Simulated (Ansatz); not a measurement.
A nudged elastic band was laid between two geometries of GaH4NO + H2 (9 atoms, charge 0, multiplicity 1).

Method: Ansatz 0.2.0, RHF/def2-SVP.

| Item | Value |
| --- | --- |
| movable images | 7 |
| climbing image | yes |
| spring | 5.0 eV/Å² |
| optimiser | quadratic models (default) |
| start path | through a guess of the saddle point |
| force threshold | 0.03 eV/Å |
| iteration limit | 60 |
| end points | relaxed |

Initial state:

```xyz
9
Properties=species:S:1:pos:R:3
Ga -0.244 -0.282 -0.434
O -0.290 0.281 1.255
H -1.103 0.301 1.732
H 1.130 -0.326 -1.162
N -1.811 -0.770 -1.206
H -2.707 -0.748 -0.760
H -1.891 -1.097 -2.149
H 0.886 3.071 2.800
H 0.697 2.434 2.458
```

Final state:

```xyz
9
Properties=species:S:1:pos:R:3
Ga 0.153 0.577 -0.275
O -0.248 0.258 1.880
H -1.141 -0.048 1.744
H 1.391 -0.368 -0.507
N -1.553 -0.129 -0.584
H -1.646 -1.031 -1.013
H -2.277 0.468 -0.940
H 0.260 2.156 -0.265
H -0.273 0.978 2.495
```

**Question.** What changes between the two ends?

**Answer.** Bonds broken: H8–H9. Bonds formed: Ga1–H8, O2–H9. GaH4NO + H2 becomes GaH6NO.

**Question.** Give the energies along the band, and the barrier.

**Answer.** It converged. The highest image is number 5 of 0 to 8, 34.4 kcal/mol above the first end and 39.6 kcal/mol above the last; the last end lies 5.2 kcal/mol below the first. The profile has 2 maxima (images 5, 7) with wells between them (image 6): this band takes more than one step, which may be the mechanism or a detour left from its start path. Neighbouring images differ by up to 1.7 eV, so the band resolves the path poorly. A vibrational analysis at the climbing image gives one clearly imaginary mode, 1790i cm⁻¹: a first-order saddle point. The orbitals stay closed-shell, which can raise the energy where a bond breaks towards radicals; this wasn't checked here.

```csv
image,path coordinate (Å),energy (kcal/mol),H8–H9 (Å),Ga1–H8 (Å),O2–H9 (Å)
0,0.00,0.0,0.75,4.79,2.66
1,0.97,0.0,0.75,4.53,2.68
2,1.94,0.2,0.75,4.09,2.72
3,2.90,0.5,0.75,3.46,2.75
4,3.87,3.8,0.75,2.61,2.22
5,4.84,34.4,1.01,1.88,1.25
6,7.01,-5.1,3.23,1.58,0.95
7,9.18,2.9,3.21,1.58,0.95
8,11.35,-5.2,3.05,1.58,0.95
```

**Question.** What is the geometry of the highest image?

**Answer.** 
```xyz
9
Properties=species:S:1:pos:R:3:forces:R:3
Ga 0.017 0.254 -0.054 0.00 0.00 0.00
O -0.108 0.138 1.886 0.00 0.00 0.00
H -0.848 -0.234 2.344 0.00 0.00 0.00
H 1.430 -0.011 -0.651 0.00 0.00 0.00
N -1.557 -0.199 -0.856 0.00 0.00 0.00
H -2.459 0.078 -0.521 0.00 0.00 0.00
H -1.608 -0.457 -1.822 0.00 0.00 0.00
H -0.058 1.965 0.716 0.00 0.00 0.00
H -0.142 1.330 1.493 0.00 0.00 0.00
```

The band took 34 iterations and roughly 6 core-minutes.

Time of the run: 6.4 min on 1 thread of Arm Neoverse V1 (shared host), peak memory 0.17 GiB.
